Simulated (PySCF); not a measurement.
A GIAO shielding run with PySCF 2.14 (density fitting, non-relativistic, gas phase) on `CO[Si@@H]1[SiH2][SiH2][SiH2][Si@H]1C`, C2H14OSi5:

```
$ OMP_NUM_THREADS=1 python probes_run.py task.json out

{"job": {"kind": "nmr", "xc": "PBE0", "basis": "pcSseg-1"}, "charge": 0, "multiplicity": 1}
C      3.189516    -0.038968    -0.705696
O      2.255709    -0.372981     0.266367
Si     1.033960     0.567824     0.828782
Si     0.016547    -1.035408     2.163165
Si    -1.423223    -2.221160     0.749882
Si    -1.668704    -0.977861    -1.222132
Si    -0.436796     1.007957    -0.947413
C     -1.640747     2.400695    -0.453489
H      2.696747     0.169821    -1.659690
H      3.871675    -0.880617    -0.830309
H      3.762619     0.843363    -0.409913
H      1.645803     1.767315     1.441698
H     -0.784151    -0.313275     3.168148
H      0.884508    -1.898150     2.973288
H     -2.724537    -2.494216     1.377696
H     -0.917567    -3.570175     0.454205
H     -1.195366    -1.744268    -2.385215
H     -3.078037    -0.722450    -1.555602
H      0.186959     1.475554    -2.207934
H     -2.184277     2.136345     0.449340
H     -2.372667     2.581673    -1.233987
H     -1.128381     3.338365    -0.262040
```

Hardware: 1 thread of an Intel Xeon, shared host. The job also computes population analyses, field gradients, ring-centre shieldings.

(1) How large is the calculation?

(2) How long does it take, and how much memory does it need?

## Answers

(1) 104 electrons, 241 basis functions and 1372 auxiliary functions.

(2) 100 s of wall time, with 13 SCF cycles and 5 response iterations; peak memory 1.2 GiB. Times on a shared host scatter by some tens of per cent.
